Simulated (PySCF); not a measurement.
C₄H₁₁NSi, SMILES C[SiH2]N=C(C)C.

Coordinates come from a B3LYP-D3(BJ)/def2-SVP optimisation. A frequency run showed that this geometry is not a minimum. The structure was generated by enumeration, and PubChem lists no compound with its InChIKey, so it may never have been made. Other conformers were not sampled.

The numbers are results of TDA-PBE/def2-SVPD run with PySCF, not measurements.

Vertical excitations. Gas-phase values at a fixed geometry.

```json
[
 {"state": "S1", "energy (eV)": "3.97", "λ (nm)": "312", "f": "0.000", "main pairs": "HOMO→LUMO 100 %"},
 {"state": "S2", "energy (eV)": "5.22", "λ (nm)": "237", "f": "0.012", "main pairs": "HOMO→LUMO+1 99 %"},
 {"state": "S3", "energy (eV)": "5.68", "λ (nm)": "218", "f": "0.075", "main pairs": "HOMO→LUMO+2 96 %"},
 {"state": "S4", "energy (eV)": "6.03", "λ (nm)": "205", "f": "0.027", "main pairs": "HOMO→LUMO+3 85 %"},
 {"state": "S5", "energy (eV)": "6.12", "λ (nm)": "203", "f": "0.002", "main pairs": "HOMO−2→LUMO 100 %"},
 {"state": "S6", "energy (eV)": "6.15", "λ (nm)": "202", "f": "0.006", "main pairs": "HOMO→LUMO+4 86 %"},
 {"state": "T1", "energy (eV)": "3.46", "λ (nm)": "359", "f": "0", "main pairs": "HOMO→LUMO 100 %"},
 {"state": "T2", "energy (eV)": "4.74", "λ (nm)": "262", "f": "0", "main pairs": "HOMO−1→LUMO 93 %"}
]
```
Triplets are in the Tamm–Dancoff approximation.
